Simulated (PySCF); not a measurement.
# Ionisation energy of Cr by level of theory

Cr [Ar] 3d5 4s1 (7S) → Cr⁺ [Ar] 3d5 (6S), as a difference of total energies. Computed with PySCF 2.14 in aug-cc-pVDZ-DK (7s6p4d2f, 59 functions), with the spin-free X2C one-electron Hamiltonian (Gaussian nucleus). Correlated levels: valence: [Ar] frozen. The calculations carry no spin-orbit coupling.

```json
{"method": "UHF", "ionisation energy (eV)": "6.013", "error (eV)": "-0.754"}
{"method": "B3LYP", "ionisation energy (eV)": "7.102", "error (eV)": "+0.335"}
{"method": "PBE0", "ionisation energy (eV)": "7.013", "error (eV)": "+0.246"}
{"method": "MP2 (valence)", "ionisation energy (eV)": "6.476", "error (eV)": "-0.291"}
{"method": "SCS-MP2 (valence)", "ionisation energy (eV)": "6.167", "error (eV)": "-0.600"}
```

Reference: 6.767 eV (measured; NIST Atomic Spectra Database, ionization energies).

Errors of the correlated levels include the incompleteness of this basis and the frozen core.
